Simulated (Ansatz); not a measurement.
Consider the substitution at a C–Al bond: `C=[CH][AlH][CH3]` + `[F][AlH][NH][SiH3]` → `C[N]([SiH3])[AlH][F]` + `C=[CH][AlH2]`.

Program: Ansatz. Geometries: PBE0-D4/def2-TZVP. ΔE: electronic, gas phase. CBS: MP2 limit from def2 TZ/QZ plus the TZ coupled-cluster correction, frozen cores. DFT in def2-TZVPP. Each species was taken in one conformer, which may not be the lowest.

`C=[CH][AlH][CH3]`:

Cartesian coordinates in Å:
```
C 1.910 -0.148 0.203
C 0.963 -0.776 0.906
Al -0.921 -0.477 0.529
C -1.402 0.765 -0.900
H 1.664 0.546 -0.599
H 2.975 -0.288 0.382
H 1.310 -1.453 1.688
H -2.029 -1.239 1.381
H -0.971 0.455 -1.858
H -2.483 0.847 -1.035
H -1.017 1.770 -0.697
```

`[F][AlH][NH][SiH3]`:

Cartesian coordinates in Å:
```
F -1.913 0.078 -2.528
Al -0.598 0.409 -1.588
N -0.543 -0.339 0.016
Si 0.678 -0.186 1.228
H 0.531 1.350 -2.130
H -1.324 -0.933 0.266
H 0.147 0.397 2.491
H 1.722 0.718 0.678
H 1.300 -1.495 1.568
```

`C[N]([SiH3])[AlH][F]`:

```xyz
12

C    -0.730    0.587   -1.132
N     0.003    0.124    0.047
Si    0.345   -1.572    0.096
Al    0.464    1.304    1.286
F     1.285    0.795    2.622
H    -0.903    1.667   -1.092
H    -1.711    0.104   -1.213
H    -0.180    0.380   -2.057
H     1.093   -1.862    1.343
H     1.151   -1.981   -1.090
H    -0.916   -2.367    0.062
H     0.100    2.823    1.128
```

`C=[CH][AlH2]`:

Cartesian coordinates in Å:
```
C -1.192 -0.098 -0.691
C 0.137 0.054 -0.684
Al 1.090 0.068 1.003
H -1.758 -0.215 0.231
H -1.782 -0.114 -1.606
H 0.623 0.165 -1.653
H 2.666 0.243 1.080
H 0.217 -0.103 2.319
```

(1) Is it downhill or uphill in electronic energy at CCSD(T)/CBS, and by how much? (Best estimate.)

(2) What do these levels give: PBE-D4, B2PLYP, PBE0, HF/def2-QZVPP, MP2/def2-QZVPP, SCS-MP2/def2-QZVPP? (An estimate is asked.)

Largest T1 diagnostic among the species: 0.012.

Results:

(1) Computed: Uphill: ΔE = +92.2 kJ/mol.

(2) The calculation gave: PBE-D4 88.0, B2PLYP 91.6, PBE0 91.9, HF/def2-QZVPP 87.3, MP2/def2-QZVPP 94.1, SCS-MP2/def2-QZVPP 89.8 kJ/mol.

The D4 term adds −4.9 kJ/mol with B3LYP and −2.5 kJ/mol with PBE0; it sums over pairs of atoms, weighted by their polarisabilities, and B3LYP, whose exchange is more repulsive, gets the larger term.

B3LYP here is the variant with VWN-RPA as its local correlation; programs differ in this.
